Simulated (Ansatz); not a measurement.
Calculated with Ansatz (gas phase, PBE0-D4/def2-TZVP geometries, no zero-point term in ΔE). CCSD(T)/CBS adds triple-zeta CCSD(T) − MP2 to the extrapolated MP2 energy (def2 sets, frozen cores). DFT in def2-TZVPP. B3LYP here is the variant with VWN-RPA as its local correlation; programs differ in this. One conformer a species, not always the lowest.

Reaction (formal exchange of groups at the Si–O bond): `N[SiH2]OCF` + `N=CB(O)Cl` → `N[SiH2]B(O)Cl` + `N=COCF`

Q: Is it downhill or uphill in electronic energy at CCSD(T)/CBS, and by how much? (An estimate is asked.)

A: Computed: Uphill: ΔE = +40.9 kcal/mol.

Q: What do these levels give: PBE-D4, PBE0-D4, PBE0, B3LYP, HF/def2-TZVPP, CCSD/def2-TZVPP? (An estimate is asked.)

A: The calculation gave: PBE-D4 33.8, PBE0-D4 35.8, PBE0 35.9, B3LYP 39.0, HF/def2-TZVPP 42.6, CCSD/def2-TZVPP 41.0 kcal/mol.

Largest T1 diagnostic among the species: 0.013.

In def2-TZVPP, CCSD(T) changes the Hartree–Fock value by −2.3 kcal/mol (the triples alone add −0.7 kcal/mol) and MP2 by −0.8 kcal/mol. From PBE to PBE0 (25 % exact exchange), in def2-TZVPP and without D4, ΔE moves by +2.1 kcal/mol.
